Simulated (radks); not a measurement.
Spherical quantum dot in the effective-mass picture: electrons in a parabolic well V = omega^2 r^2 / 2 with omega = 0.142, all in effective atomic units (hartree* = m*/eps^2 hartree, bohr* = eps/m* bohr), one dielectric constant everywhere. Method: non-relativistic Kohn-Sham, PBEsol, spin-polarised, spherical densities; computed with a radial shooting solver with Libxc functionals. Levels are named by radial order and angular momentum (1s, 1p, 1d, 2s, ...), and open shells are averaged over m.

N = 4, configuration 1s2 1p(up 2, down 0). This is the lowest configuration that the search found. Occupied levels:

level,occupation,eigenvalue (hartree*),<r> (bohr*)
1s up,1,0.88622,4.127
1s down,1,0.91173,3.929
1p up,2,0.96227,4.924

Energy (hartree*): total 2.29537, kinetic 0.36984, external 0.90394, Hartree 1.6003, exchange-correlation -0.57868.
